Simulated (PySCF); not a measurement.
Titanium: highly charged ions in a basis for the neutral atom

Ti⁸⁺ [Ne] 3s2 3p2, Ti⁹⁺ [Ne] 3s2 3p1. Computed with PySCF 2.14 in aug-cc-pVDZ-DK (7s6p4d2f, 59 functions), with the spin-free X2C one-electron Hamiltonian (Gaussian nucleus). No spin-orbit coupling, so a gap to NIST mixes the basis error with missing relativistic terms.

Changed run: basis of the neutral atom used for a highly charged ion. This setting is unsound on purpose.

| species | method | sound run (hartree) | changed run (hartree) | converged |
| --- | --- | --- | --- | --- |
| Ti⁸⁺ | UHF | not run | -829.91711 | yes |
| Ti⁸⁺ | LDA | not run | -828.35978 | yes |
| Ti⁸⁺ | PBE | not run | -830.27479 | yes |
| Ti⁹⁺ | UHF | not run | -822.93551 | yes |
| Ti⁹⁺ | LDA | not run | -821.34413 | yes |
| Ti⁹⁺ | PBE | not run | -823.25991 | yes |

Ionisation energy of Ti⁸⁺:

```tsv
method	changed run (eV)	NIST (eV)
UHF	189.98	192.1 ± 0.4
LDA	190.91	192.1 ± 0.4
PBE	190.88	192.1 ± 0.4
```

The contracted functions were made for the neutral atom and can be too rigid for a highly charged ion.
